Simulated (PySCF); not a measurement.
## The third ionisation energy along the second row

Calculated with PySCF 2.14 from differences of total energies of unrestricted determinants, without spin-orbit coupling. Values in eV. The last column holds reference values (NIST; (s) semi-empirical, (t) theoretical, else measured). Unmarked ones compare directly (S terms, centres of terms, or small fine structure); those marked * lie between the lowest fine-structure levels and include a spin-orbit shift.

```json
{"element": "B (x2c-TZVPPall, spin-free X2C)", "configurations": "[He] 2s1 → 1s2", "UHF": "37.821", "SCS-MP2 (valence and next inner shell)": "37.838", "MP2 (valence)": "n/a", "CCSD (valence)": "n/a", "CCSD(T) (valence)": "n/a", "CCSDT (valence)": "n/a", "reference": "37.931"}
{"element": "C (x2c-TZVPPall, spin-free X2C)", "configurations": "[He] 2s2 → [He] 2s1", "UHF": "45.795", "SCS-MP2 (valence and next inner shell)": "47.198", "MP2 (valence)": "46.952", "CCSD (valence)": "47.771", "CCSD(T) (valence)": "47.771", "CCSDT (valence)": "47.771", "reference": "47.888"}
{"element": "N (x2c-TZVPPall, spin-free X2C)", "configurations": "[He] 2s2 2p1 → [He] 2s2", "UHF": "47.293", "SCS-MP2 (valence and next inner shell)": "47.424", "MP2 (valence)": "47.461", "CCSD (valence)": "47.210", "CCSD(T) (valence)": "47.238", "CCSDT (valence)": "47.244", "reference": "47.445 (s) *"}
{"element": "O (x2c-TZVPPall, spin-free X2C)", "configurations": "[He] 2s2 2p2 → [He] 2s2 2p1", "UHF": "54.601", "SCS-MP2 (valence and next inner shell)": "54.838", "MP2 (valence)": "54.966", "CCSD (valence)": "54.750", "CCSD(T) (valence)": "54.760", "CCSDT (valence)": "54.761", "reference": "54.936 (s) *"}
{"element": "Ne (x2c-TZVPPall, spin-free X2C)", "configurations": "[He] 2s2 2p4 → [He] 2s2 2p3", "UHF": "61.847", "SCS-MP2 (valence and next inner shell)": "63.094", "MP2 (valence)": "63.001", "CCSD (valence)": "63.039", "CCSD(T) (valence)": "63.053", "CCSDT (valence)": "63.054", "reference": "63.423 *"}
```

Fill in the row of F (x2c-TZVPPall, spin-free X2C) ([He] 2s2 2p3 → [He] 2s2 2p2).

UHF 62.248; SCS-MP2 (valence and next inner shell) 62.574; MP2 (valence) 62.816; CCSD (valence) 62.597; CCSD(T) (valence) 62.598; CCSDT (valence) 62.596; reference 62.708 (s) * (eV).

"Valence" correlates the outer s and p shells and, in groups 3 to 12 and the f block, the outer d or f shell, open or full, or the next shell where the ion has no valence electron left; the wider scheme adds the next inner shell.
